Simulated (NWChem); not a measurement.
# HGe (+1)

```xyz
2

Ge     0.0000     0.0000     0.0482
H      0.0000     0.0000    -1.5435
```
Charge +1, spin multiplicity 1.

Everything below was run with NWChem. All single points use one geometry, from PBE0/def2-SVP, a minimum by its harmonic frequencies.

Symmetry labels belong to the abelian group C2v used in the runs, with the axes of the coordinates shown; states degenerate in a higher group split over its labels.

The Hamiltonian is non-relativistic. The spin multiplicity of the parent species was assumed, not shown to be that of its ground state. The structure started from a generated list of species.

Problem. List the lowest 3 singlet excitations that CIS/def2-SVPD gives, with oscillator strengths.

Solution. 
```
state  symmetry  energy (eV)  wavelength (nm)      f
-----  --------  -----------  ---------------  -----
1            b1         3.53              352  0.028
2            b2         3.53              352  0.028
3            a1         9.75              127  0.710
```
